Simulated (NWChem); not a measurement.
Species: CH3ClSn, singlet; SMILES [CH3][Sn][Cl]

Computed with NWChem. Low-valent species are run as closed-shell singlets; no triplet was tried in these runs. Coordinates come from a PBE0/def2-SVP (def2 core potentials past Kr) optimisation.

Problem. Estimate the computed values for B3LYP/3-21G, non-relativistic. Quantities: highest occupied level (eV); orbital gap (eV); dipole (D).

Solution. 
* **highest occupied level (eV)**: -6.36
* **orbital gap (eV)**: 3.34
* **dipole (D)**: 3.54
